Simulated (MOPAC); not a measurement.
MOPAC input (PM7):

```
PM7 FORCE THERMO(298,298) PRECISE LET GEO-OK AUX(PRECISION=9) THREADS=1
C2H7ClSi2

C    -2.87181698 1    0.58954641 1    0.07061739 1
C    -1.80303056 1    0.22350587 1   -0.63779586 1
Si   -0.72177852 1   -1.19000593 1   -0.25230190 1
Si    1.03165733 1   -0.39477241 1    0.79200678 1
Cl    1.68067211 1    1.19863357 1   -0.30366643 1
H    -3.25771085 1    0.10766215 1    0.96080387 1
H    -3.48199786 1    1.44756909 1   -0.19895576 1
H    -1.52153851 1    0.80670861 1   -1.53606268 1
H    -1.42632220 1   -2.18420952 1    0.55935601 1
H    -0.33066805 1   -1.84835072 1   -1.50217607 1
H     0.69315498 1    0.04764058 1    2.14744455 1
H     2.10723776 1   -1.38368708 1    0.90468285 1
```

From the output:

```
     H   12   0.003197   0.002339   0.007261   0.009324   0.178295   3.024497

          HEAT OF FORMATION =     -22.726647 KCALS/MOLE

          ZERO POINT ENERGY      47.510 KCAL/MOL

           NORMAL COORDINATE ANALYSIS (Total motion = 1 Angstrom)

   Root No.       1         2         3         4         5         6         7         8

                 1 A       2 A       3 A       4 A       5 A       6 A       7 A       8 A

                  33.5      63.9     110.6     192.0     311.3     424.0     436.1     498.0

           1   -0.0486   -0.0009    0.0165    0.0176    0.0489   -0.0008    0.0156    0.0103
           2    0.0455   -0.0356    0.0098    0.0078    0.0716    0.0071    0.0071    0.0061
           3    0.0902    0.0665   -0.0074   -0.0099    0.0007   -0.0085   -0.0020    0.0065
           4   -0.0486   -0.0010    0.0164    0.0173    0.0488    0.0001    0.0146    0.0093
           5    0.0018   -0.0079   -0.0075    0.0243   -0.0575   -0.0273    0.0029   -0.0118
           6   -0.0053   -0.0383   -0.0865   -0.0640   -0.0017    0.0395    0.0016   -0.0230
           7   -0.0026   -0.0302    0.0321   -0.0047   -0.0280   -0.0249   -0.0142   -0.0248
           8   -0.0312    0.0119   -0.0172    0.0390   -0.0167   -0.0071    0.0108    0.0112
           9   -0.0112   -0.0188   -0.0121    0.0432   -0.0124    0.0809   -0.0065    0.0047
          10   -0.0203    0.0470   -0.0269   -0.0201   -0.0060    0.0121   -0.0235    0.0152
          11   -0.0114    0.0153    0.0253   -0.0407   -0.0035    0.0399   -0.0113    0.0112
          12   -0.0129    0.0040   -0.0182    0.0250    0.0097   -0.0796    0.0066    0.0072
          13    0.0576   -0.0151   -0.0170    0.0112   -0.0025    0.0091    0.0071    0.0014
          14    0.0178   -0.0065   -0.0049   -0.0101    0.0039   -0.0202   -0.0023   -0.0112
          15   -0.0136   -0.0004    0.0621   -0.0278    0.0023   -0.0075   -0.0019   -0.0068
          16   -0.0195   -0.0179    0.0283    0.0066    0.1309    0.0234    0.0179    0.0232
          17    0.0666   -0.0493    0.0174   -0.0018    0.1362    0.0251    0.0092    0.0176
          18    0.1726    0.1691    0.1170    0.1311   -0.0059    0.1152    0.0131   -0.1003
          19   -0.0794    0.0177    0.0042    0.0293   -0.0493   -0.0298    0.0120   -0.0063
          20    0.0650   -0.0473    0.0180    0.0009    0.1345    0.0271    0.0095    0.0161
          21    0.0939    0.0569   -0.0625   -0.1044    0.0102   -0.1787   -0.0192    0.1391
          22   -0.0803    0.0179    0.0040    0.0283    0.0001   -0.0117    0.0183    0.0100
          23   -0.0158    0.0024   -0.0145    0.0296   -0.0763   -0.0305    0.0052   -0.0091
          24   -0.0830   -0.1368   -0.2095   -0.1996    0.0055   -0.0581   -0.0094    0.0408
          25    0.0419   -0.0662    0.0589   -0.0371   -0.1576   -0.0500    0.0757    0.0327
          26   -0.0160    0.0046   -0.0397    0.0337   -0.0590   -0.0430   -0.0133   -0.0458
          27    0.0163   -0.0518    0.0697    0.0084   -0.0897    0.1118    0.1554    0.1910
          28    0.0064   -0.0580    0.0534   -0.0374   -0.0542    0.0126    0.0919    0.0346
          29   -0.0773    0.0339   -0.0784    0.0462    0.1205    0.0165   -0.0704   -0.1079
          30   -0.0351    0.0247   -0.0569    0.0859    0.0563    0.0306   -0.1618   -0.0995
          31   -0.0400    0.0936   -0.0487   -0.0605    0.0058    0.0515    0.1373   -0.0637
          32   -0.0577    0.0756   -0.0174   -0.0741    0.0052    0.0456    0.1410   -0.0924
          33   -0.0127   -0.0243   -0.0118    0.0579   -0.0017   -0.1174   -0.1145    0.0488
          34   -0.0617    0.0948   -0.0429   -0.0489   -0.0053    0.0512    0.0863   -0.0459
          35    0.0337   -0.0321    0.0367   -0.0136   -0.0016   -0.0056   -0.1025    0.0599
          36   -0.0126    0.0511   -0.0662   -0.0225    0.0340   -0.0470    0.2042   -0.1156

   Root No.       9        10        11        12        13        14        15        16

                 9 A      10 A      11 A      12 A      13 A      14 A      15 A      16 A

                 527.7     570.2     645.9     653.6     704.0     732.0     756.4     837.2

           1   -0.0029   -0.0063   -0.0038   -0.0357    0.0179   -0.0040   -0.0007    0.0013
           2   -0.0014   -0.0014   -0.0021   -0.0132    0.0179   -0.0024    0.0001    0.0004
           3    0.0106   -0.0036   -0.0010    0.0011    0.0008    0.0003    0.0002   -0.0001
           4   -0.0029   -0.0055   -0.0032   -0.0289    0.0158   -0.0025   -0.0016    0.0010
           5    0.0044    0.0171   -0.0162   -0.0395    0.0932   -0.0093    0.0018    0.0018
           6   -0.0484    0.0191    0.0102   -0.0083   -0.0036   -0.0090    0.0165   -0.0008
           7    0.0136    0.0179   -0.0025    0.0315   -0.0166   -0.0033    0.0134   -0.0029
           8   -0.0016   -0.0081    0.0073    0.0238   -0.0434    0.0032    0.0150   -0.0043
           9    0.0220   -0.0292   -0.0088    0.0002    0.0017    0.0081   -0.0191    0.0014
          10   -0.0166   -0.0589   -0.0100    0.0020    0.0037    0.0096    0.0016   -0.0002
          11    0.0047    0.1343   -0.0021   -0.0047   -0.0040   -0.0058   -0.0069   -0.0162
          12   -0.0139    0.0756    0.0001    0.0070   -0.0031   -0.0201   -0.0082    0.0121
          13    0.0051    0.0410    0.0103   -0.0009   -0.0001    0.0010   -0.0004    0.0009
          14   -0.0037   -0.1126    0.0023    0.0021    0.0020   -0.0066   -0.0014   -0.0028
          15   -0.0003   -0.0430    0.0029   -0.0012    0.0011    0.0026    0.0009   -0.0007
          16   -0.0071   -0.0251    0.0108   -0.0093   -0.0820    0.0068   -0.0040   -0.0005
          17   -0.0033   -0.0172    0.0092    0.0064   -0.0613    0.0065   -0.0037   -0.0008
          18   -0.1634    0.0593    0.0304   -0.0118   -0.0062   -0.0241    0.0485   -0.0002
          19    0.0023    0.0155   -0.0213   -0.0669    0.1338   -0.0167    0.0043    0.0035
          20   -0.0063   -0.0159    0.0099    0.0079   -0.0625    0.0064   -0.0026   -0.0012
          21    0.2370   -0.0867   -0.0418    0.0223    0.0107    0.0343   -0.0661    0.0023
          22   -0.0021   -0.0028   -0.0058   -0.0563    0.0203   -0.0060    0.0018    0.0001
          23    0.0043    0.0153   -0.0150   -0.0465    0.0796   -0.0099    0.0060    0.0005
          24    0.0481   -0.0111    0.0049   -0.0060    0.0022   -0.0134    0.0356   -0.0019
          25   -0.0514   -0.0551    0.0027   -0.1981   -0.1646    0.0333   -0.1365    0.0466
          26   -0.0139   -0.0114   -0.0114   -0.1710   -0.1645    0.0526   -0.1755    0.0237
          27   -0.0356   -0.0965    0.0371    0.1080    0.0661   -0.0526    0.1834    0.0115
          28   -0.0742   -0.0128   -0.0055    0.1590    0.0681    0.0862   -0.1610   -0.0069
          29   -0.0046    0.1035   -0.0106    0.2586    0.1302    0.0768   -0.1570    0.0394
          30    0.1313    0.0424   -0.0081   -0.1097   -0.0644   -0.0928    0.1663    0.0203
          31    0.0474   -0.0502   -0.1030    0.0357   -0.0248   -0.1280   -0.0226    0.2315
          32    0.1004    0.0856    0.2548   -0.0271    0.0209    0.1637    0.0581    0.3482
          33   -0.0383    0.0409    0.2709   -0.0520    0.0497    0.2601    0.0590   -0.1052
          34    0.0594   -0.0276    0.1916    0.0036    0.0097   -0.1110   -0.0590   -0.2465
          35   -0.0677    0.0984   -0.2437   -0.0074   -0.0147    0.1489    0.0722    0.2349
          36    0.0531    0.0835   -0.2617   -0.0251   -0.0247    0.2329    0.1007   -0.2641

   Root No.      17        18        19        20        21        22        23        24

                17 A      18 A      19 A      20 A      21 A      22 A      23 A      24 A

                 843.5     985.1    1044.7    1103.9    1269.9    1395.1    1791.8    2277.9

           1   -0.0011   -0.0008    0.0035   -0.0001   -0.0251   -0.0288   -0.2608   -0.0002
           2   -0.0016   -0.0033    0.0595    0.0007    0.0513   -0.0001   -0.0013    0.0000
           3   -0.0006    0.0035    0.0008   -0.1000    0.0000   -0.0000    0.0002   -0.0000
           4   -0.0002   -0.0006    0.0049    0.0001   -0.0234   -0.0330    0.2744    0.0004
           5   -0.0014    0.0011   -0.0452   -0.0000   -0.0614   -0.0069    0.0145    0.0001
           6   -0.0025   -0.0695   -0.0036    0.0366    0.0002    0.0000    0.0001    0.0001
           7   -0.0068   -0.0014    0.0012    0.0002    0.0037    0.0002   -0.0034    0.0052
           8   -0.0127   -0.0021    0.0092    0.0003   -0.0026    0.0010   -0.0018   -0.0029
           9   -0.0153    0.0065    0.0004   -0.0003    0.0003    0.0001   -0.0008    0.0021
          10    0.0010    0.0001    0.0000    0.0002    0.0002    0.0000   -0.0003   -0.0189
          11    0.0005    0.0008    0.0004    0.0001   -0.0004    0.0001   -0.0002   -0.0043
          12   -0.0035   -0.0005   -0.0004   -0.0000    0.0000    0.0000    0.0002   -0.0064
          13   -0.0004   -0.0000    0.0000   -0.0000   -0.0001    0.0000   -0.0000   -0.0002
          14    0.0008   -0.0003   -0.0001    0.0000    0.0002   -0.0000   -0.0000   -0.0000
          15    0.0003   -0.0001    0.0000    0.0000    0.0000   -0.0000   -0.0000   -0.0001
          16    0.0034    0.0161   -0.2432   -0.0001   -0.1471    0.3565   -0.0840   -0.0004
          17    0.0028    0.0093   -0.1620   -0.0039   -0.0543    0.2877    0.1434    0.0002
          18   -0.0054    0.2503    0.0103    0.3882   -0.0017    0.0013    0.0002    0.0001
          19   -0.0072   -0.0177    0.2653    0.0009    0.0808    0.3722   -0.0513   -0.0004
          20    0.0025    0.0103   -0.1430   -0.0036   -0.0377   -0.2569   -0.1152   -0.0004
          21    0.0104   -0.0956   -0.0065    0.4168    0.0022   -0.0016   -0.0007    0.0000
          22   -0.0018    0.0167   -0.1806   -0.0022    0.5285    0.0003    0.0670    0.0008
          23   -0.0040    0.0111   -0.1476   -0.0013    0.2831    0.0189   -0.1048   -0.0007
          24   -0.0119    0.4958    0.0259   -0.0447   -0.0094   -0.0009    0.0007   -0.0002
          25    0.3049    0.0188    0.0287   -0.0046    0.0010   -0.0007    0.0079   -0.0337
          26    0.0485    0.0184    0.0280   -0.0034   -0.0077    0.0006    0.0045    0.0563
          27    0.2902   -0.0105   -0.0045    0.0013   -0.0010    0.0004   -0.0002    0.0286
          28   -0.0995    0.0195   -0.0058   -0.0023    0.0088    0.0008   -0.0018   -0.1248
          29    0.3498    0.0260   -0.0098   -0.0054    0.0136    0.0050   -0.0280    0.0242
          30    0.2158   -0.0151    0.0041    0.0020   -0.0032   -0.0018    0.0127   -0.0958
          31   -0.0240    0.0008   -0.0007   -0.0005    0.0004   -0.0004    0.0020    0.2831
          32   -0.0355   -0.0037    0.0003   -0.0003    0.0002   -0.0002   -0.0003   -0.1266
          33    0.0102   -0.0034    0.0003    0.0002    0.0005    0.0002   -0.0007    0.2171
          34    0.0183   -0.0000    0.0005    0.0001   -0.0008    0.0003   -0.0010    0.2609
          35   -0.0149    0.0012    0.0005    0.0001    0.0004   -0.0000   -0.0006    0.2479
          36    0.0399    0.0030    0.0031   -0.0001   -0.0007   -0.0002    0.0005   -0.0290

   Root No.      25        26        27        28        29        30

                25 A      26 A      27 A      28 A      29 A      30 A

                2280.5    2289.4    2290.6    2683.6    2710.6    2770.8

           1    0.0007    0.0000    0.0003   -0.0017    0.0012    0.0437
           2    0.0000   -0.0001    0.0002    0.0319   -0.0347   -0.0009
           3   -0.0000   -0.0000   -0.0000    0.0003   -0.0003   -0.0001
           4   -0.0011    0.0000   -0.0008    0.0180    0.0157    0.0014
           5   -0.0001    0.0001   -0.0005   -0.0212   -0.0266   -0.0014
           6   -0.0002    0.0001   -0.0003   -0.0001   -0.0001   -0.0000
           7   -0.0170   -0.0012    0.0008   -0.0004   -0.0001    0.0003
```
